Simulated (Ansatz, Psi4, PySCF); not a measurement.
HP2, charge +1, singlet, at a GFN2-xTB geometry. Base run: PySCF with B97M-V/STO-3G.

Input for PySCF:
```python
from pyscf import gto, scf, dft

mol = gto.Mole()
mol.atom = '''
    P    -0.00000000   -0.00000000   -1.02596741
    P     0.00000000    0.00000000    0.87502951
    H     0.00000000    0.00000000    2.26406841
'''
mol.basis = 'sto-3g'
mol.charge = 1
mol.verbose = 4
mol.build()

mf = dft.RKS(mol)
mf.xc = 'b97m_v'
mf.kernel()
```

The same geometry, method and basis name were run in Ansatz (a program for electronic structure) and Psi4 and PySCF, at each program's defaults and at the settings that a row names. The base is PySCF at its defaults. Differences at the defaults can come from grids, fitting, cores and function types together.

```
code and settings                                                                             ΔE vs base (µEh)  basis functions      E (Eh)  SCF cycles
--------------------------------------------------------------------------------------------  ----------------  ---------------  ----------  ----------
PySCF, defaults (exact integrals, its default grid, spherical functions)                                   0.0               19  -675.21234           8
Psi4, defaults (density fitting with its default set, its default grid, spherical functions)             -1448               19  -675.21379           8
Ansatz, defaults (factorised integrals, its default grid, spherical functions)                            -4.5               19  -675.21235           -
PySCF, density fitting with def2-universal-jkfit                                                         -1439               19  -675.21378           8
PySCF, fine grid                                                                                          -4.5               19  -675.21235           8
Psi4, exact integrals, spherical functions, fine grid                                                     -4.2               19  -675.21235           9
Ansatz, high accuracy                                                                                     -1.3               19  -675.21234           -
```
